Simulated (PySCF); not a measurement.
# UHF on K⁺ (potassium, charge +1)

Configuration: [Ar], closed-shell 1S. All numbers are calculated (PySCF 2.14, the non-relativistic Hamiltonian (point nucleus), in def2-SVP (5s3p2d, 24 functions)).

```
Total energy                                     : -598.931164 hartree
One-electron energy                              : -819.4522 hartree
Hartree (Coulomb) energy                         : 253.0902 hartree
Exchange energy                                  : -32.5691 hartree
Kinetic energy                                   : 598.74984 hartree
⟨S²⟩                                             : 0.0000
⟨L²⟩                                             : 0.000
Sum of ⟨r⟩                                       : 14.20 bohr
Sum of ⟨r²⟩                                      : 19.65 bohr²
Density at the nucleus (Gaussians lack the cusp) : 4260 bohr⁻³
Langevin diamagnetic susceptibility              : -15.6 ×10⁻⁶ cm³/mol
Time after the integrals                         : 0.05 s of wall time on 1 thread of Intel(R) Xeon(R) Platinum 8488C (shared host)
```

| shell | electrons | mean orbital energy (hartree) | rms radius, mean of both spins (bohr) |
| --- | --- | --- | --- |
| 1s | 2 | -133.75371 | 0.0945 |
| 2s | 2 | -14.71458 | 0.420 |
| 2p | 6 | -11.74824 | 0.388 |
| 3s | 2 | -1.96804 | 1.37 |
| 3p | 6 | -1.17467 | 1.56 |
